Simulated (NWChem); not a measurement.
**Correlation energy of MgO**

```xyz
2

Mg     0.0000     0.0000     0.6990
O      0.0000     0.0000    -1.0486
```
Charge 0, spin multiplicity 1.

Program: NWChem. The geometry was optimised at PBE0/def2-SVP, a minimum by its harmonic frequencies.

Basis set: def2-QZVP. Each correlation energy counts from its own Hartree-Fock reference.

The correlated methods keep 6 core orbitals frozen. The structure started from a generated list of species. Coupled-cluster values serve here as a point of comparison, not as the truth.

One of these methods gave a correlation energy of -346.9 mHa. Which?
A. CR-CCSD[T]
B. MP2
C. CR-CCSD(T)
D. SCS-MP2

B, MP2. The others give -339.4 (SCS-MP2), -345.1 (CR-CCSD[T]), -341.1 (CR-CCSD(T)).
